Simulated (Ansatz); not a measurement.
`[H]/C=C/c1ccc(/C=C/c2ccc(/C=C/c3ccc(/C=C/c4ccccc4)cc3)cc2)cc1`, 58 atoms. Hardware: 2 threads of AMD EPYC 7R13 on a shared host and a share (18 GiB) of an NVIDIA H100 80GB HBM3.

Single mean-field runs in def2-SVP, def2-TZVP are fitted with def2-universal-jkfit.

**Question.** How many basis functions does each of these Ansatz runs have, and roughly what does it cost? PBE-D4/def2-SVP, charge 0 singlet, energy, from earlier orbitals; PBE-D4/def2-TZVP, charge -1 doublet at the geometry of the charge 0 singlet, energy, from earlier orbitals; PBE-D4/def2-TZVP, charge 0 triplet at the geometry of the charge 0 singlet, energy, from earlier orbitals; r2SCAN-D4/def2-TZVP, charge 0 singlet, energy, from earlier orbitals; r2SCAN-D4/def2-SVP, charge 0 singlet, relaxation, 9 steps; PBE0-D4/def2-TZVP, charge -1 doublet at the geometry of the charge 0 singlet, energy; PBE0-D4/def2-TZVP, charge 0 triplet at the geometry of the charge 0 singlet, energy; PBE0-D4/def2-TZVP, charge 0 singlet, energy, from earlier orbitals; PBE-D4/def2-TZVP, charge 1 doublet at the geometry of the charge 0 singlet, energy, from earlier orbitals; PBE-D4/def2-TZVP, charge 0 singlet, energy and forces, from earlier orbitals; PBE0-D4/def2-TZVP, charge 1 doublet at the geometry of the charge 0 singlet, energy; PBE0-D4/def2-SVP, charge 0 singlet, energy, from earlier orbitals.

**Answer.** Other jobs shared the machine, so times can vary by a factor of up to 3.

| run | functions | fitting or Cholesky vectors | wall time | peak host memory (GiB) |
| --- | --- | --- | --- | --- |
| PBE-D4/def2-SVP, charge 0 singlet, energy, from earlier orbitals | 578 | 2868 | 13 s | 1 |
| PBE0-D4/def2-SVP, charge 0 singlet, energy, from earlier orbitals | 578 | 2868 | 14 s | 1 |
| PBE0-D4/def2-TZVP, charge 0 singlet, energy, from earlier orbitals | 1148 | 2868 | 16 s | 1.2 |
| r2SCAN-D4/def2-TZVP, charge 0 singlet, energy, from earlier orbitals | 1148 | 2868 | 17 s | 1.3 |
| PBE-D4/def2-TZVP, charge 0 singlet, energy and forces, from earlier orbitals | 1148 | 2868 | 18 s | 1.2 |
| PBE-D4/def2-TZVP, charge 0 triplet at the geometry of the charge 0 singlet, energy, from earlier orbitals | 1148 | 2868 | 19 s | 1.4 |
| PBE-D4/def2-TZVP, charge 1 doublet at the geometry of the charge 0 singlet, energy, from earlier orbitals | 1148 | 2868 | 20 s | 1.4 |
| PBE-D4/def2-TZVP, charge -1 doublet at the geometry of the charge 0 singlet, energy, from earlier orbitals | 1148 | 2868 | 21 s | 1.4 |
| PBE0-D4/def2-TZVP, charge -1 doublet at the geometry of the charge 0 singlet, energy | 1148 | 2868 | 25 s | 1.8 |
| PBE0-D4/def2-TZVP, charge 1 doublet at the geometry of the charge 0 singlet, energy | 1148 | 2868 | 31 s | 1.8 |
| PBE0-D4/def2-TZVP, charge 0 triplet at the geometry of the charge 0 singlet, energy | 1148 | 2868 | 42 s | 2 |
| r2SCAN-D4/def2-SVP, charge 0 singlet, relaxation, 9 steps | 578 | 2868 | 49 s | 1.1 |
